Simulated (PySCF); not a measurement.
Sn(H)(OH)3 (H4O3Sn), SMILES [OH][SnH]([OH])[OH].

Geometry optimised at PBE0-D3(BJ)/def2-SVP. The def2 effective core potentials stand for the cores of Sn; spin–orbit coupling is left out. Other conformers were not sampled.

Level of theory: PySCF with PBE0/def2-TZVP.

Isolated molecule, no solvent.

```json
{
  "total_energy": "-442.29269 hartree",
  "point_group": "C3",
  "highest_occupied_level": "-8.74 eV",
  "lowest_empty_level": "-1.09 eV",
  "orbital_gap": "7.65 eV",
  "dipole_moment": "0.51 D",
  "quadrupole, principal values (traceless, Buckingham form, about the centre of nuclear charge)": "-4.16, -4.16, 8.32 D·Å",
  "mean_static_polarisability": "46.2 bohr³ (6.84 Å³)",
  "polarisability_principal_values": "45.8, 46.4, 46.4 bohr³"
}
```
